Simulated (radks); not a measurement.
Charge is removed step by step from the 3d down level of neutral cobalt, starting from [Ar] 3d(up 5, down 2) 4s2. All-electron calculation, scalar-relativistic Kohn-Sham, PBE, spin-polarised, spherical densities, point nucleus. Program: a radial shooting solver on a logarithmic mesh with Libxc functionals.

removed (e)  E - E(0) (eV)  eigenvalue (eV)  E minus straight line (eV)
0                    0.000           -6.538                       0.000
0.125                0.910           -8.039                      -0.722
0.25                 2.012           -9.604                      -1.252
0.375                3.314          -11.229                      -1.583
0.5                  4.822          -12.912                      -1.708
0.625                6.544          -14.650                      -1.618
0.75                 8.487          -16.441                      -1.308
0.875               10.656          -18.283                      -0.771
1                   13.059          -20.173                       0.000

Removing the whole electron costs 13.059 eV by Delta-SCF, against 6.538 eV from minus the eigenvalue at the starting occupation. Slater's transition state (half an electron removed) gives 12.912 eV. Integrating minus the eigenvalue over the occupation (Janak's theorem) gives 13.059 eV. In this scalar-relativistic scheme the density is built from large components alone, so the theorem holds only approximately. The mean slope of the eigenvalue, de/dn, is 13.6 eV per electron.
